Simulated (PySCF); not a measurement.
C3H8O2Si, SMILES O(/C=C/C)[SiH2]O.

Geometry optimised at B3LYP-D3(BJ)/def2-SVP. The structure was generated by enumeration; whether it is a known compound was not checked. The values are those of a single conformer.

Computed with PBE0/def2-TZVP (PySCF).

Gas-phase values at a fixed geometry.

```yaml
total_energy: -558.82558 hartree
highest_occupied_level: -6.51 eV
lowest_empty_level: 0.41 eV
orbital_gap: 6.93 eV
dipole_moment: 0.144 e·Å
quadrupole, principal values (traceless, Buckingham form, about the centre of nuclear charge): -7.25, 0.02, 7.23 D·Å
mean_static_polarisability: 70.7 bohr³ (10.47 Å³)
polarisability_principal_values: 55.1, 60.9, 96.1 bohr³
```
